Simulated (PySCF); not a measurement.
Species: CH7FN2SSi.
Numbering: `[CH3:1][S:2][Si:3]([NH2:4])([NH2:5])[F:6]` (hydrogens: H7, H8, H9 on C1; H10, H11 on N4; H12, H13 on N5)

Structure optimised with GFN2-xTB, isolated species.

Question: What internal coordinates does the optimisation give?

Answer: 
| bond | length (Å) | order |
| --- | --- | --- |
| C1–S2 | 1.821 | single |
| S2–Si3 | 2.146 | single |
| Si3–N4, Si3–N5 | 1.715 | single |
| Si3–F6 | 1.611 | single |
| C1–H7, C1–H8, C1–H9 | 1.085 | single |
| N4–H10 and 3 like bonds | 1.006 | single |

Bonds in one row agree within 0.01 Å and their mean is given. Orders are formal, as drawn. A selection of angles:
| angle | degrees |
| --- | --- |
| S2–C1–H7 | 109.6 |
| S2–C1–H9 | 106.8 |
| H7–C1–H8 | 110.5 |
| H7–C1–H9 | 110.5 |
| C1–S2–Si3 | 99.9 |
| S2–Si3–N4 | 113.8 |
| S2–Si3–N5 | 106.9 |
| S2–Si3–F6 | 109.6 |
| N4–Si3–N5 | 117.5 |
| N4–Si3–F6 | 103.8 |
| N5–Si3–F6 | 104.7 |
| Si3–N4–H10 | 118.9 |
| Si3–N4–H11 | 117.4 |
| H10–N4–H11 | 109.8 |
| H12–N5–H13 | 110.7 |

Torsions: C1–S2–Si3–N4 -169° (antiperiplanar). The mirror-image conformer, all signs reversed, is as good.

N4 (silicon-bound nitrogen) is pyramidal (angles 118.9°, 117.4° and 109.8°, sum 346.1°, 0.26 Å off the plane of its three neighbours). S2 (sulfur bonded to C and Si) is bent (angle 99.9°). Si3 (fluorine-bound silicon) is distorted tetrahedral (angles from 103.8° to 117.5°).

Point group: C1 (no symmetry element, even within 0.4 Å). Stationary, but not proved a minimum. The numbers are those of one conformer (C1–S2–Si3–N4 -169°, S2–Si3–N4–H -53° and 83°, S2–Si3–N5–H 49° and -171°).

The numbers are calculated, not measured.
